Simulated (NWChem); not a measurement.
System meant: C2H3AuO; SMILES [CH3][Au]<-[C-]#[O+]

The following NWChem deck was run.

```
start job
memory heap 200 mb stack 900 mb global 1100 mb
geometry units angstroms noautoz
  Au    -0.335075     0.131371    -0.000029
  C     -0.602341     2.160065    -0.000106
  H     -0.065817     2.628392    -0.841256
  H     -0.224934     2.607681     0.933626
  H     -1.669199     2.419616    -0.092698
  O      0.026808    -2.944055     0.000064
  C     -0.096509    -1.819438     0.000044
end
basis spherical
  * library def2-svp
end
dft
  xc xpbe96 cpbe96
  iterations 150
  mulliken
end
task dft energy
```

End of the output:

```
          Convergence Information
          -----------------------
          Convergence aids based upon iterative change in
          total energy or number of iterations.
          Levelshifting, if invoked, occurs when the
          HOMO/LUMO gap drops below (HL_TOL):  1.00D-02
          DIIS, if invoked, will attempt to extrapolate
          using up to (NFOCK): 10 stored Fock matrices.

                    Damping( 0%)  Levelshifting(0.5)       DIIS
                  --------------- ------------------- ---------------
          dE  on:    start            ASAP                start
          dE off:    2 iters        150 iters           150 iters

      Screening Tolerance Information
      -------------------------------
          Density screening/tol_rho:  1.00D-10
          AO Gaussian exp screening on grid/accAOfunc:  14
          CD Gaussian exp screening on grid/accCDfunc:  20
          XC Gaussian exp screening on grid/accXCfunc:  20
          Schwarz screening/accCoul:  1.00D-08

      Superposition of Atomic Density Guess
      -------------------------------------

      charge =      79.0 Au (Gold)

      symmetry species            s     p     d     f
      number of basis functions = 7     6     5     1
      number of cont. functions = 6     3     2     1
      number of closed shells   = 6     4     2     1
      number of open shells     = 0     0     1     0
      open shell occupation     = 0     0     9     0
 ------------------------------------------------------------------------
 atomscf:atomd: error in atom scf                   0
 ------------------------------------------------------------------------
 ------------------------------------------------------------------------
  current input line :
    20: task dft energy
 ------------------------------------------------------------------------
 ------------------------------------------------------------------------
 This error has not yet been assigned to a category
 ------------------------------------------------------------------------
 For more information see the NWChem manual at https://nwchemgit.github.io

0:atomscf:atomd: error in atom scf:Received an Error in Communication
```

Task: What is wrong, and how is it mended?

Result: The program stopped with an error. Cause: the def2 basis of a heavy element holds valence functions alone and wants its effective core potential (without it all electrons must fit into that basis). This input runs:
```
start job
memory heap 200 mb stack 900 mb global 1100 mb
geometry units angstroms noautoz
  Au    -0.335075     0.131371    -0.000029
  C     -0.602341     2.160065    -0.000106
  H     -0.065817     2.628392    -0.841256
  H     -0.224934     2.607681     0.933626
  H     -1.669199     2.419616    -0.092698
  O      0.026808    -2.944055     0.000064
  C     -0.096509    -1.819438     0.000044
end
basis spherical
  * library def2-svp
end
ecp
  Au library def2-ecp
end
dft
  xc xpbe96 cpbe96
  iterations 150
  mulliken
end
task dft energy
```
It converges to -288.73759 Ha (PBE/def2-SVP with def2 effective core potentials on Au).
